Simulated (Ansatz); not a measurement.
Consider the formal loss of a carbene: `FC[SiH2][GaH2]` → `[CH]F` + `[SiH3][GaH2]`.

Gas-phase electronic energies from Ansatz, PBE0-D4/def2-TZVP geometries. CCSD(T)/CBS is the MP2 limit (def2-TZVPP, def2-QZVPP) plus CCSD(T) − MP2 in def2-TZVPP, frozen cores. This one scheme is used for every species. DFT in def2-TZVPP. For Ga outer-core shells are correlated without core-valence functions, which leaves a few kJ/mol of doubt a bond. Scalar relativity is left out up to krypton. One conformer a species, not always the lowest.

CCSD(T)/CBS gives +91.1 kcal/mol.

Q: Another level gave +95.2 kcal/mol. Which?
A. RPA@PBE/def2-TZVPP
B. CCSD/def2-TZVPP
C. ωB97M-V/def2-TZVPP
D. PBE-D4/def2-TZVPP

A: D. PBE-D4 95.2, CCSD/def2-TZVPP 88.2, ωB97M-V 91.4, RPA@PBE/def2-TZVPP 83.1 kcal/mol.

Largest T1 diagnostic among the species: 0.018.

Leaving LDA and LC-ωPBE aside and taking each functional with its dispersion term where it has one, the values, not all of them listed here, spread over 8.3 kcal/mol, from BLYP-D4 to r2SCAN0-D4. LDA lies +14.0 kcal/mol from PBE without D4. The D4 term adds +3.2 kcal/mol with B3LYP and +1.7 kcal/mol with PBE0; it sums over pairs of atoms, weighted by their polarisabilities, and B3LYP, whose exchange is more repulsive, gets the larger term. In def2-TZVPP, CCSD(T) changes the Hartree–Fock value by +12.3 kcal/mol (the triples alone add +1.2 kcal/mol) and MP2 by +19.2 kcal/mol.

CCSD(T)/CBS has its own doubt, a few kJ/mol and more with outer-core shells, so smaller differences from it don't rank the levels.

B3LYP here is the variant with VWN-RPA as its local correlation; programs differ in this.
